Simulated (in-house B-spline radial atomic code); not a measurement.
Orbital energies and mean radii along the 41-electron series, configuration [Kr] 4d5. The effective charge is n√(-2ε), a non-relativistic measure. Computed with an all-electron radial atomic-structure program (B-spline basis): non-relativistic Hartree-Fock, average of the configuration, point nuclei.

This level leaves out relativity, spin-orbit splitting included, which matters for heavy ions.

```json
{"ion": "Gd23+", "Z": "64", "energy of 4s (Eh)": "-35.542", "mean radius of 4s (bohr)": "0.54605", "energy of 3d (Eh)": "-70.85", "mean radius of 3d (bohr)": "0.22016", "effective charge of 4s": "33.724"}
{"ion": "Tb24+", "Z": "65", "energy of 4s (Eh)": "-37.774", "mean radius of 4s (bohr)": "0.53356", "energy of 3d (Eh)": "-74.962", "mean radius of 3d (bohr)": "0.21561", "effective charge of 4s": "34.767"}
{"ion": "Dy25+", "Z": "66", "energy of 4s (Eh)": "-40.07", "mean radius of 4s (bohr)": "0.52163", "energy of 3d (Eh)": "-79.186", "mean radius of 3d (bohr)": "0.21124", "effective charge of 4s": "35.809"}
{"ion": "Ho26+", "Z": "67", "energy of 4s (Eh)": "?", "mean radius of 4s (bohr)": "?", "energy of 3d (Eh)": "?", "mean radius of 3d (bohr)": "?", "effective charge of 4s": "?"}
{"ion": "Er27+", "Z": "68", "energy of 4s (Eh)": "?", "mean radius of 4s (bohr)": "?", "energy of 3d (Eh)": "?", "mean radius of 3d (bohr)": "?", "effective charge of 4s": "?"}
{"ion": "Tm28+", "Z": "69", "energy of 4s (Eh)": "-47.339", "mean radius of 4s (bohr)": "0.48893", "energy of 3d (Eh)": "-92.534", "mean radius of 3d (bohr)": "0.19913", "effective charge of 4s": "38.921"}
{"ion": "Yb29+", "Z": "70", "energy of 4s (Eh)": "-49.888", "mean radius of 4s (bohr)": "0.47894", "energy of 3d (Eh)": "-97.208", "mean radius of 3d (bohr)": "0.1954", "effective charge of 4s": "39.955"}
{"ion": "Lu30+", "Z": "71", "energy of 4s (Eh)": "-52.501", "mean radius of 4s (bohr)": "0.46936", "energy of 3d (Eh)": "-101.99", "mean radius of 3d (bohr)": "0.19181", "effective charge of 4s": "40.988"}
{"ion": "Hf31+", "Z": "72", "energy of 4s (Eh)": "-55.177", "mean radius of 4s (bohr)": "0.46016", "energy of 3d (Eh)": "-106.89", "mean radius of 3d (bohr)": "0.18835", "effective charge of 4s": "42.02"}
{"ion": "Ta32+", "Z": "73", "energy of 4s (Eh)": "-57.916", "mean radius of 4s (bohr)": "0.45132", "energy of 3d (Eh)": "-111.9", "mean radius of 3d (bohr)": "0.18501", "effective charge of 4s": "43.05"}
{"ion": "W33+", "Z": "74", "energy of 4s (Eh)": "-60.718", "mean radius of 4s (bohr)": "0.44283", "energy of 3d (Eh)": "-117.03", "mean radius of 3d (bohr)": "0.18178", "effective charge of 4s": "44.079"}
{"ion": "Re34+", "Z": "75", "energy of 4s (Eh)": "?", "mean radius of 4s (bohr)": "?", "energy of 3d (Eh)": "?", "mean radius of 3d (bohr)": "?", "effective charge of 4s": "?"}
{"ion": "Os35+", "Z": "76", "energy of 4s (Eh)": "-66.511", "mean radius of 4s (bohr)": "0.42677", "energy of 3d (Eh)": "-127.61", "mean radius of 3d (bohr)": "0.17567", "effective charge of 4s": "46.134"}
{"ion": "Ir36+", "Z": "77", "energy of 4s (Eh)": "-69.502", "mean radius of 4s (bohr)": "0.41918", "energy of 3d (Eh)": "-133.06", "mean radius of 3d (bohr)": "0.17276", "effective charge of 4s": "47.16"}
{"ion": "Pt37+", "Z": "78", "energy of 4s (Eh)": "-72.556", "mean radius of 4s (bohr)": "0.41186", "energy of 3d (Eh)": "-138.63", "mean radius of 3d (bohr)": "0.16995", "effective charge of 4s": "48.185"}
{"ion": "Au38+", "Z": "79", "energy of 4s (Eh)": "-75.673", "mean radius of 4s (bohr)": "0.40479", "energy of 3d (Eh)": "-144.32", "mean radius of 3d (bohr)": "0.16723", "effective charge of 4s": "49.209"}
{"ion": "Hg39+", "Z": "80", "energy of 4s (Eh)": "-78.853", "mean radius of 4s (bohr)": "0.39797", "energy of 3d (Eh)": "-150.11", "mean radius of 3d (bohr)": "0.16459", "effective charge of 4s": "50.232"}
{"ion": "Tl40+", "Z": "81", "energy of 4s (Eh)": "-82.095", "mean radius of 4s (bohr)": "0.39137", "energy of 3d (Eh)": "-156.01", "mean radius of 3d (bohr)": "0.16204", "effective charge of 4s": "51.255"}
{"ion": "Pb41+", "Z": "82", "energy of 4s (Eh)": "-85.401", "mean radius of 4s (bohr)": "0.385", "energy of 3d (Eh)": "-162.03", "mean radius of 3d (bohr)": "0.15957", "effective charge of 4s": "52.276"}
{"ion": "Bi42+", "Z": "83", "energy of 4s (Eh)": "-88.769", "mean radius of 4s (bohr)": "0.37883", "energy of 3d (Eh)": "-168.16", "mean radius of 3d (bohr)": "0.15717", "effective charge of 4s": "53.297"}
```

Q: Fill in the row of Ho26+.

A: energy of 4s (Eh): -42.43; mean radius of 4s (bohr): 0.51025; energy of 3d (Eh): -83.523; mean radius of 3d (bohr): 0.20704; effective charge of 4s: 36.848.

Q: Fill in the row of Er27+.

A: energy of 4s (Eh): -44.853; mean radius of 4s (bohr): 0.49936; energy of 3d (Eh): -87.973; mean radius of 3d (bohr): 0.20301; effective charge of 4s: 37.885.

Q: Fill in the row of Re34+.

A: energy of 4s (Eh): -63.583; mean radius of 4s (bohr): 0.43465; energy of 3d (Eh): -122.26; mean radius of 3d (bohr): 0.17867; effective charge of 4s: 45.107.

Q: How does the screening of 4s change?

A: Z less the effective charge goes from 30.28 at Z = 64 to 29.70 at Z = 83.
